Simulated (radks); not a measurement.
Hf, 72 electrons, occupied as [Xe] 4f14 5d2 6s2.

Calculated with a radial shooting solver on a logarithmic mesh with Libxc functionals: scalar-relativistic Kohn-Sham, PBE, spin-unpolarised, spherical densities, point nucleus; hard spherical wall at 3 bohr.

Energy parts (Ry):
total: -30150.7142
kinetic: 33068.3978
electron-nucleus: -74518.1994
Hartree: 11916.3927
exchange-correlation: -617.3052

Orbitals (lengths in bohr, moments of r in powers of bohr; <r^-3> diverges for s and p1/2):
\begin{tabular}{lrrrrrr}
orbital & occ. & eigenvalue (Ry) & <r> & <r^-3> & <r^4> & <r^2> \\ \hline
1s & 2 & -4797.019 & 0.01898 & - & 6.617e-07 & 0.0004949 \\
2s & 2 & -819.0907 & 0.08037 & - & 0.0001006 & 0.007639 \\
2p & 6 & -718.9566 & 0.07173 & 17780 & 0.00007817 & 0.006285 \\
3s & 2 & -185.4854 & 0.2086 & - & 0.003730 & 0.04976 \\
3p & 6 & -155.5764 & 0.2085 & 3923 & 0.003988 & 0.05041 \\
3d & 10 & -120.1955 & 0.1890 & 509.8 & 0.003095 & 0.04188 \\
4s & 2 & -36.18227 & 0.4682 & - & 0.08907 & 0.2475 \\
4p & 6 & -26.37177 & 0.4977 & 899.7 & 0.1189 & 0.2819 \\
4d & 10 & -13.70157 & 0.5354 & 99.13 & 0.1806 & 0.3328 \\
5s & 2 & -3.56890 & 1.149 & - & 3.213 & 1.483 \\
5p & 6 & -1.31252 & 1.335 & 114.2 & 5.649 & 1.993 \\
4f & 14 & 0.22251 & 0.6845 & 15.33 & 0.9138 & 0.6052 \\
5d & 2 & 1.35582 & 1.638 & 8.299 & 11.11 & 2.928 \\
6s & 2 & 2.24998 & 1.875 & - & 18.72 & 3.870 \\
6p & 0 & 3.57371 & 1.848 & 94.96 & 19.40 & 3.847 \\
5f & 0 & 4.01273 & 1.852 & 2.723 & 17.46 & 3.760 \\
7s & 0 & 9.40148 & 1.788 & - & 19.88 & 3.723 \\
\end{tabular}

The highest occupied level is 6s at 30.613 eV. The pressure on the wall is 1150 GPa. Summed over all electrons, <r^2> = 43.38 bohr^2, which gives a Langevin (diamagnetic) susceptibility term of -34.4 x 10^-6 cm^3/mol.
